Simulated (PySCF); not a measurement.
Species: C₃H₅BF₂S.
Atom-mapped SMILES: `[F:1][B:2]([F:3])[C@@H:4]1[CH2:5][CH2:6][S:7]1` (hydrogens: H8 on C4; H9, H10 on C5; H11, H12 on C6)

Computed by this run: PBE0-D3(BJ)/def2-SVP geometry optimisation, gas phase in PySCF 2.14.0; density fitting, grid level 1; the optimiser is geomeTRIC in internal coordinates, started from a GFN2-xTB structure with every atom displaced at random (about 0.01 Å).

Step 0: E = -20117.0694 eV
```
atom  x, y, z in Å  |  force x, y, z in eV/Å
F1      1.1381   -1.9415    0.6907   -0.503   0.363   0.161
B2      1.6108   -0.7967    0.2126   -0.275  -0.355  -0.045
F3      2.8501   -0.8756   -0.1867    0.981   0.247  -0.339
C4      0.7822    0.5094    0.0348   -1.360  -0.453   0.234
C5     -0.6263    0.5448    0.7178    0.761   0.117   0.490
C6     -1.4264   -0.0428   -0.4297    0.762  -0.594  -0.108
S7     -0.0467    0.2177   -1.6253    0.033  -0.044   0.022
H8      1.3166    1.4496    0.0327    0.489   0.366   0.125
H9     -0.9275    1.5788    0.9544    0.050  -0.077  -0.140
H10    -0.6751   -0.0307    1.6616   -0.039   0.066  -0.158
H11    -1.6312   -1.1159   -0.3136   -0.105  -0.019  -0.011
H12    -2.3217    0.4821   -0.7041   -0.795   0.380  -0.231
```

Step 1: E = -20117.1419 eV
```
atom  x, y, z in Å  |  force x, y, z in eV/Å
F1      0.9390   -1.8674    0.5991    0.176  -0.230   0.125
B2      1.5678   -0.7882    0.1561   -0.137   0.192  -0.126
F3      2.8202   -0.9187   -0.2592   -0.169   0.006   0.091
C4      0.7810    0.5556    0.0834    0.126   0.068   0.042
C5     -0.6074    0.5656    0.7452    0.055   0.016  -0.061
C6     -1.3644   -0.1030   -0.4104   -0.175   0.200  -0.089
S7      0.0120    0.2130   -1.5901   -0.006   0.054  -0.117
H8      1.3646    1.4883    0.1104   -0.011  -0.103   0.029
H9     -0.9596    1.5952    0.9066    0.019  -0.022  -0.037
H10    -0.6665    0.0271    1.7015    0.004  -0.004   0.066
H11    -1.5438   -1.1762   -0.2702    0.024  -0.077  -0.012
H12    -2.3001    0.3879   -0.7276    0.093  -0.099   0.090
```

Problem. Estimate the geometry and energy of step 2. (The exact step hangs on the optimiser's Hessian estimate; all steps are aligned on step 1, rigid shifts and turns removed.)

Solution. E = -20117.1512 eV, largest force 0.273 eV/Å
```
atom  x, y, z in Å  |  force x, y, z in eV/Å
F1      1.0173   -1.8960    0.6449   -0.187   0.064   0.027
B2      1.5662   -0.7923    0.1515    0.078  -0.150   0.215
F3      2.8182   -0.9192   -0.2568    0.026   0.224  -0.143
C4      0.7727    0.5463    0.0803    0.043  -0.085  -0.116
C5     -0.6130    0.5660    0.7405    0.011  -0.076  -0.005
C6     -1.3782   -0.0891   -0.4186   -0.029   0.055   0.005
S7     -0.0024    0.2304   -1.6006    0.002   0.026  -0.033
H8      1.3627    1.4717    0.1123    0.047  -0.030   0.042
H9     -0.9557    1.5975    0.9035    0.012   0.007  -0.024
H10    -0.6735    0.0259    1.6979   -0.017   0.015   0.011
H11    -1.5582   -1.1657   -0.2892    0.026  -0.015  -0.006
H12    -2.3131    0.4036   -0.7207   -0.011  -0.035   0.027
```

The energy changes by -0.0093 eV. The first-order estimate −F·Δx gives -0.0317 eV and the mean of the old and new forces, exact on a quadratic surface, -0.0090 eV. The step makes an angle of 62° with the force vector and moves no atom by more than 0.095 Å.

The cost below is that of the whole optimisation. Hardware: an Arm Neoverse V1 with one thread (shared host). Cost: 86 s wall, 0.50 GiB resident at most.
